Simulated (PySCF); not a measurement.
All of these have the formula C7H6N2Se. Level of theory: PySCF 2.14.0, density-fitted response routines, TDDFT wB97X-D/def2-SVPD, vertical, gas phase, core orbitals frozen in the response. Geometries: PBE0-D3(BJ)/def2-SVP; one conformer of each isolated species. 'Strongest' means the level of largest summed f among the lowest 6 singlets; it needn't be the same kind of state in each. Relativistic effects are left out although some hold elements past zinc.

Question: Rank by computed HOMO–LUMO gap, highest first.
A. `Cc1[se]ncc1/C=C/C#N`
B. `N#CC1=C[Se]C[C@@H](C#N)C1`
C. `N#CC1(c2cn[se]c2)CC1`
D. `C1(c2c(C#C)n[se]n2)CC1`

Answer: C (9.19 eV), B (8.62 eV), D (8.26 eV), A (8.06 eV).

| SMILES | gap (eV) | strongest (eV) | HOMO (eV) | f (strongest) | T1 (eV) | S1 mainly |
| --- | --- | --- | --- | --- | --- | --- |
| N#CC1(c2cn[se]c2)CC1 | 9.19 | 5.02 | -8.94 | 0.15 | – | H→L (92%) |
| N#CC1=C[Se]C[C@@H](C#N)C1 | 8.62 | 4.73 | -8.76 | 0.18 | – | H→L (67%) |
| C#Cc1n[se]nc1C1CC1 | 8.26 | 4.39 | -8.63 | 0.25 | – | H→L (95%) |
| Cc1[se]ncc1/C=C/C#N | 8.06 | 4.56 | -8.76 | 0.68 | – | H→L (94%) |

H and L stand for HOMO and LUMO; a dash means that no computed state gives the value.
Triplets come from the Tamm–Dancoff approximation.
